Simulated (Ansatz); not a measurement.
**Molecular dynamics of FK**

Input:

```yaml
crystal:
  periodic: [false, false, false]
  atoms:
    - { symbol: F, position_ang: [0.924975, -0.354879, 0.45973] }
    - { symbol: K, position_ang: [-0.895475, 0.294679, -0.45563] }
magnetization:
  spin_polarized: true
basis:
  gaussian: { orbitals: def2-SVP }
hamiltonian:
  xc: pbe0
md:
  timestep: 8.0
  n_steps: 120
  ensemble: nvt_nose_hoover
  temperature: 2000.0
  initial_velocities: maxwell_boltzmann
  seed: 286900
```

Run as:

```bash
$ ansatz run input.yaml --threads 1 --pin off --max-ram 2048MiB --backend cpu --events-out ev --progress --plain --runs-dir out
```

It starts from a relaxed structure.

Output, in part (one step line in 2, the closing report, with atoms numbered from 0):

```
md step     0: t =     0.00 fs  T =  2000.0 K  F+E_penalty+E_count = -19030.95051987 eV  E_kin = 0.086173 eV  conserved = -19030.86434654 eV  (25 SCF iters)
md step     2: t =    16.00 fs  T =    59.1 K  F+E_penalty+E_count = -19030.85086785 eV  E_kin = 0.002545 eV  conserved = -19030.84847190 eV  (27 SCF iters)
md step     4: t =    32.00 fs  T =  1933.7 K  F+E_penalty+E_count = -19030.94243856 eV  E_kin = 0.083316 eV  conserved = -19030.86169258 eV  (28 SCF iters)
md step     6: t =    48.00 fs  T =     1.1 K  F+E_penalty+E_count = -19030.84749076 eV  E_kin = 0.000046 eV  conserved = -19030.85197250 eV  (27 SCF iters)
md step     8: t =    64.00 fs  T =  2035.0 K  F+E_penalty+E_count = -19030.94034773 eV  E_kin = 0.087683 eV  conserved = -19030.86135412 eV  (28 SCF iters)
md step    10: t =    80.00 fs  T =    99.5 K  F+E_penalty+E_count = -19030.83328062 eV  E_kin = 0.004288 eV  conserved = -19030.84557142 eV  (28 SCF iters)
md step    12: t =    96.00 fs  T =  2618.8 K  F+E_penalty+E_count = -19030.95051872 eV  E_kin = 0.112835 eV  conserved = -19030.86396523 eV  (28 SCF iters)
md step    14: t =   112.00 fs  T =   285.8 K  F+E_penalty+E_count = -19030.81907552 eV  E_kin = 0.012314 eV  conserved = -19030.84818622 eV  (27 SCF iters)
md step    16: t =   128.00 fs  T =  2010.1 K  F+E_penalty+E_count = -19030.88919905 eV  E_kin = 0.086608 eV  conserved = -19030.85350843 eV  (28 SCF iters)
md step    18: t =   144.00 fs  T =  1568.7 K  F+E_penalty+E_count = -19030.82174339 eV  E_kin = 0.067592 eV  conserved = -19030.85095344 eV  (26 SCF iters)
md step    20: t =   160.00 fs  T =  4558.2 K  F+E_penalty+E_count = -19030.92915624 eV  E_kin = 0.196398 eV  conserved = -19030.86562210 eV  (27 SCF iters)
md step    22: t =   176.00 fs  T =  2859.8 K  F+E_penalty+E_count = -19030.70774258 eV  E_kin = 0.123220 eV  conserved = -19030.82862278 eV  (28 SCF iters)
md step    24: t =   192.00 fs  T =   602.2 K  F+E_penalty+E_count = -19030.57893942 eV  E_kin = 0.025948 eV  conserved = -19030.82431635 eV  (19 SCF iters)
md step    26: t =   208.00 fs  T = 11712.3 K  F+E_penalty+E_count = -19030.94589588 eV  E_kin = 0.504644 eV  conserved = -19030.86513661 eV  (26 SCF iters)
md step    28: t =   224.00 fs  T =  2091.9 K  F+E_penalty+E_count = -19030.24385865 eV  E_kin = 0.090134 eV  conserved = -19030.72577332 eV  (27 SCF iters)
md step    30: t =   240.00 fs  T = 16062.4 K  F+E_penalty+E_count = -19030.68257107 eV  E_kin = 0.692074 eV  conserved = -19030.74604350 eV  (27 SCF iters)
md step    32: t =   256.00 fs  T =  1653.4 K  F+E_penalty+E_count = -19030.01951016 eV  E_kin = 0.071238 eV  conserved = -19030.72919414 eV  (29 SCF iters)
md step    34: t =   272.00 fs  T =  2613.0 K  F+E_penalty+E_count = -19030.06004398 eV  E_kin = 0.112584 eV  conserved = -19030.72910436 eV  (29 SCF iters)
md step    36: t =   288.00 fs  T = 17989.7 K  F+E_penalty+E_count = -19030.78150137 eV  E_kin = 0.775115 eV  conserved = -19030.75758769 eV  (26 SCF iters)
md step    38: t =   304.00 fs  T =   160.9 K  F+E_penalty+E_count = -19030.05226751 eV  E_kin = 0.006932 eV  conserved = -19030.62817627 eV  (26 SCF iters)
md step    40: t =   320.00 fs  T = 10981.0 K  F+E_penalty+E_count = -19030.90277769 eV  E_kin = 0.473133 eV  conserved = -19030.83506086 eV  (27 SCF iters)
md step    42: t =   336.00 fs  T =   186.7 K  F+E_penalty+E_count = -19030.53220293 eV  E_kin = 0.008042 eV  conserved = -19030.80760044 eV  (27 SCF iters)
md step    44: t =   352.00 fs  T =  3871.2 K  F+E_penalty+E_count = -19030.73150491 eV  E_kin = 0.166799 eV  conserved = -19030.81437086 eV  (28 SCF iters)
md step    46: t =   368.00 fs  T =  4108.9 K  F+E_penalty+E_count = -19030.88954509 eV  E_kin = 0.177038 eV  conserved = -19030.85112564 eV  (26 SCF iters)
md step    48: t =   384.00 fs  T =  2818.5 K  F+E_penalty+E_count = -19030.86015066 eV  E_kin = 0.121439 eV  conserved = -19030.84736040 eV  (27 SCF iters)
md step    50: t =   400.00 fs  T =  1858.3 K  F+E_penalty+E_count = -19030.84674454 eV  E_kin = 0.080069 eV  conserved = -19030.83433937 eV  (28 SCF iters)
md step    52: t =   416.00 fs  T =   582.0 K  F+E_penalty+E_count = -19030.79437630 eV  E_kin = 0.025076 eV  conserved = -19030.83097052 eV  (23 SCF iters)
md step    54: t =   432.00 fs  T =  3417.9 K  F+E_penalty+E_count = -19030.94878695 eV  E_kin = 0.147266 eV  conserved = -19030.85153689 eV  (27 SCF iters)
md step    56: t =   448.00 fs  T =   422.5 K  F+E_penalty+E_count = -19030.80318318 eV  E_kin = 0.018203 eV  conserved = -19030.82835323 eV  (21 SCF iters)
md step    58: t =   464.00 fs  T =  2640.2 K  F+E_penalty+E_count = -19030.91996788 eV  E_kin = 0.113757 eV  conserved = -19030.84314680 eV  (26 SCF iters)
md step    60: t =   480.00 fs  T =    25.3 K  F+E_penalty+E_count = -19030.80012242 eV  E_kin = 0.001088 eV  conserved = -19030.83299217 eV  (22 SCF iters)
md step    62: t =   496.00 fs  T =  2940.6 K  F+E_penalty+E_count = -19030.94062700 eV  E_kin = 0.126702 eV  conserved = -19030.84677819 eV  (28 SCF iters)
md step    64: t =   512.00 fs  T =    29.7 K  F+E_penalty+E_count = -19030.79501775 eV  E_kin = 0.001280 eV  conserved = -19030.82457902 eV  (28 SCF iters)
md step    66: t =   528.00 fs  T =  3027.1 K  F+E_penalty+E_count = -19030.94903114 eV  E_kin = 0.130427 eV  conserved = -19030.84942172 eV  (27 SCF iters)
md step    68: t =   544.00 fs  T =   131.7 K  F+E_penalty+E_count = -19030.80911911 eV  E_kin = 0.005676 eV  conserved = -19030.83374119 eV  (28 SCF iters)
md step    70: t =   560.00 fs  T =  2180.8 K  F+E_penalty+E_count = -19030.90367655 eV  E_kin = 0.093963 eV  conserved = -19030.84119490 eV  (27 SCF iters)
md step    72: t =   576.00 fs  T =   862.3 K  F+E_penalty+E_count = -19030.83886839 eV  E_kin = 0.037155 eV  conserved = -19030.83645620 eV  (27 SCF iters)
md step    74: t =   592.00 fs  T =  2873.7 K  F+E_penalty+E_count = -19030.93841362 eV  E_kin = 0.123818 eV  conserved = -19030.85206934 eV  (27 SCF iters)
md step    76: t =   608.00 fs  T =   801.5 K  F+E_penalty+E_count = -19030.82552131 eV  E_kin = 0.034535 eV  conserved = -19030.83383839 eV  (28 SCF iters)
md step    78: t =   624.00 fs  T =  1270.4 K  F+E_penalty+E_count = -19030.84506926 eV  E_kin = 0.054739 eV  conserved = -19030.83515318 eV  (27 SCF iters)
md step    80: t =   640.00 fs  T =  2646.8 K  F+E_penalty+E_count = -19030.90739840 eV  E_kin = 0.114044 eV  conserved = -19030.85063328 eV  (27 SCF iters)
md step    82: t =   656.00 fs  T =  2023.5 K  F+E_penalty+E_count = -19030.86842155 eV  E_kin = 0.087187 eV  conserved = -19030.84483763 eV  (27 SCF iters)
md step    84: t =   672.00 fs  T =  2322.7 K  F+E_penalty+E_count = -19030.84989609 eV  E_kin = 0.100076 eV  conserved = -19030.83317409 eV  (27 SCF iters)
md step    86: t =   688.00 fs  T =   354.7 K  F+E_penalty+E_count = -19030.75357658 eV  E_kin = 0.015281 eV  conserved = -19030.82728598 eV  (19 SCF iters)
md step    88: t =   704.00 fs  T =  5018.0 K  F+E_penalty+E_count = -19030.95044502 eV  E_kin = 0.216209 eV  conserved = -19030.85119674 eV  (27 SCF iters)
md step    90: t =   720.00 fs  T =   411.4 K  F+E_penalty+E_count = -19030.67882417 eV  E_kin = 0.017727 eV  conserved = -19030.80377866 eV  (27 SCF iters)
md step    92: t =   736.00 fs  T =  5936.3 K  F+E_penalty+E_count = -19030.88990307 eV  E_kin = 0.255775 eV  conserved = -19030.82982823 eV  (25 SCF iters)
md step    94: t =   752.00 fs  T =   152.9 K  F+E_penalty+E_count = -19030.58805854 eV  E_kin = 0.006586 eV  conserved = -19030.81041623 eV  (27 SCF iters)
md step    96: t =   768.00 fs  T =  5255.1 K  F+E_penalty+E_count = -19030.78904012 eV  E_kin = 0.226424 eV  conserved = -19030.81931004 eV  (28 SCF iters)
md step    98: t =   784.00 fs  T =  3554.0 K  F+E_penalty+E_count = -19030.62249979 eV  E_kin = 0.153130 eV  conserved = -19030.82625737 eV  (27 SCF iters)
md step   100: t =   800.00 fs  T = 11934.5 K  F+E_penalty+E_count = -19030.94414056 eV  E_kin = 0.514219 eV  conserved = -19030.84616764 eV  (27 SCF iters)
md step   102: t =   816.00 fs  T =  4252.2 K  F+E_penalty+E_count = -19030.46904690 eV  E_kin = 0.183211 eV  conserved = -19030.77443031 eV  (27 SCF iters)
md step   104: t =   832.00 fs  T =   622.3 K  F+E_penalty+E_count = -19030.30453405 eV  E_kin = 0.026813 eV  conserved = -19030.77253584 eV  (19 SCF iters)
md step   106: t =   848.00 fs  T = 12515.4 K  F+E_penalty+E_count = -19030.81326756 eV  E_kin = 0.539246 eV  conserved = -19030.79531733 eV  (26 SCF iters)
md step   108: t =   864.00 fs  T =   441.0 K  F+E_penalty+E_count = -19030.21547037 eV  E_kin = 0.019003 eV  conserved = -19030.69537292 eV  (27 SCF iters)
md step   110: t =   880.00 fs  T = 11642.8 K  F+E_penalty+E_count = -19030.92117030 eV  E_kin = 0.501650 eV  conserved = -19030.84684180 eV  (26 SCF iters)
md step   112: t =   896.00 fs  T =   566.3 K  F+E_penalty+E_count = -19030.50274702 eV  E_kin = 0.024398 eV  conserved = -19030.81209027 eV  (27 SCF iters)
md step   114: t =   912.00 fs  T =  3303.0 K  F+E_penalty+E_count = -19030.65095300 eV  E_kin = 0.142316 eV  conserved = -19030.81597758 eV  (27 SCF iters)
md step   116: t =   928.00 fs  T =  5603.7 K  F+E_penalty+E_count = -19030.93571393 eV  E_kin = 0.241444 eV  conserved = -19030.86038803 eV  (26 SCF iters)
md step   118: t =   944.00 fs  T =  1506.7 K  F+E_penalty+E_count = -19030.79774316 eV  E_kin = 0.064918 eV  conserved = -19030.84277258 eV  (27 SCF iters)
md step   120: t =   960.00 fs  T =  1930.1 K  F+E_penalty+E_count = -19030.89807051 eV  E_kin = 0.083161 eV  conserved = -19030.85103721 eV  (27 SCF iters)
Total energy: -19030.89813225 eV, -699.3726067540 hartree
Atom 0 at     0.984692    -0.376187     0.489757 Å, force    -0.792780     0.282873    -0.398626 eV/Å
Atom 1 at    -0.924492     0.305033    -0.470221 Å, force     0.792780    -0.282873     0.398626 eV/Å
Dipole moment:    -1.462992     0.522013    -0.735623 e Å
```

The run went to its last step. The conserved energy changed by up to 120 meV per atom, so the integration failed: the time step of 8 fs is too long for the fastest motions that this run met, and the later frames carry no physical meaning.

The same pairs are bonded in the first frame and the last. Pairs count as bonded within 1.25 times the sum of covalent radii (0.12 Å more for H–H).

Last frame:

```xyz
2
Properties=species:S:1:pos:R:3
F 0.985 -0.376 0.490
K -0.924 0.305 -0.470
```

Time of the run: 110 s on 1 CPU thread of a shared host.
